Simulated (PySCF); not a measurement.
## Correlation energy of Kr²⁺ (krypton, charge +2)

[Ar] 3d10 4s2 4p4, high-spin 3P determinant. Computed with PySCF 2.14 in jorge-DZP-DKH, with scalar relativity by spin-free X2C-1e. Frozen: [Ar] 3d10; 6 electrons correlated.

MP2 pair energies summed by pair of shells (mhartree):

```json
{"pair": "4s-4p", "energy": "-18.50", "share (%)": "51.8"}
{"pair": "4p-4p", "energy": "-12.98", "share (%)": "36.3"}
{"pair": "4s-4s", "energy": "-4.26", "share (%)": "11.9"}
```

Total MP2 correlation energy: -35.74 mhartree.

Same-spin part -7.41 and opposite-spin part -28.33 mhartree; SCS-MP2 scales them by 1/3 and 6/5 to -36.47 mhartree.

```json
{"level": "CCSD", "correlation energy (mhartree)": "-41.58"}
{"level": "(T)", "correlation energy (mhartree)": "-0.28"}
{"level": "CCSD(T)", "correlation energy (mhartree)": "-41.86"}
```

Diagnostics: T1 = 0.0012, D1 = 0.0030, largest double amplitude 0.027.

Cost of the coupled-cluster step: 0.51 s of wall time on 1 thread of Neoverse-N1 (shared host), for 6 correlated electrons.

Iterations:

```
CC2 = 0
CCSD nocc = (np.int64(4), np.int64(2)), nmo = (29, 29)
frozen orbitals [[0, 1, 2, 3, 4, 5, 6, 7, 8, 9, 10, 11, 12, 13], [0, 1, 2, 3, 4, 5, 6, 7, 8, 9, 10, 11, 12, 13]]
max_cycle = 100
direct = 0
conv_tol = 1e-08
conv_tol_normt = 1e-06
diis_space = 8
diis_start_cycle = 0
Init t2, MP2 energy = -0.0357358669053173
Init E_corr(UCCSD) = -0.0357358669070852
cycle = 1  E_corr(UCCSD) = -0.040529542650299  dE = -0.00479367574  norm(t1,t2) = 0.0144793
cycle = 2  E_corr(UCCSD) = -0.0413613903667353  dE = -0.000831847716  norm(t1,t2) = 0.00325562
cycle = 3  E_corr(UCCSD) = -0.0415835648103547  dE = -0.000222174444  norm(t1,t2) = 0.000995196
cycle = 4  E_corr(UCCSD) = -0.0415742942234095  dE = 9.27058695e-06  norm(t1,t2) = 0.000221877
cycle = 5  E_corr(UCCSD) = -0.0415750973043994  dE = -8.0308099e-07  norm(t1,t2) = 3.40611e-05
cycle = 6  E_corr(UCCSD) = -0.0415751081541307  dE = -1.08497313e-08  norm(t1,t2) = 2.82056e-06
cycle = 7  E_corr(UCCSD) = -0.0415751141297866  dE = -5.97565592e-09  norm(t1,t2) = 3.11903e-07
UCCSD converged
E(UCCSD) = -2786.710759846207  E_corr = -0.04157511412978662
UCCSD(T) correction = -0.000279560635240708
```
